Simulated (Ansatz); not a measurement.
`C=CC(=C)[SiH3]` + `OBN[SiH3]` → `OBN([SiH3])[SiH3]` + `C=CC=C`  (ligand exchange at the Si–C bond)

Computed with Ansatz on PBE0-D4/def2-TZVP structures; ΔE is electronic, products minus reactants. CCSD(T)/CBS is the MP2 limit (def2-TZVPP, def2-QZVPP) plus CCSD(T) − MP2 in def2-TZVPP, frozen cores. One conformer a species, not always the lowest.

```tsv
species	SCS-MP2/def2-TZVPP energy (Eh)
`C=CC(=C)[SiH3]`	-445.86983
`OBN[SiH3]`	-447.30535
`OBN([SiH3])[SiH3]`	-737.56323
`C=CC=C`	-155.63258
```

**Question.** Work out ΔE.

**Answer.** ΔE = (-737.56323) + (-155.63258) − (-445.86983) − (-447.30535) = -0.02063 Eh = -12.9 kcal/mol. CCSD(T)/CBS gives -12.4 kcal/mol.

Largest T1 diagnostic among the species: 0.012.

In def2-TZVPP, CCSD(T) changes the Hartree–Fock value by +1.7 kcal/mol (the triples alone add +0.3 kcal/mol) and MP2 by +1.6 kcal/mol. From PBE to PBE0 (25 % exact exchange), in def2-TZVPP and without D4, ΔE moves by −0.8 kcal/mol.
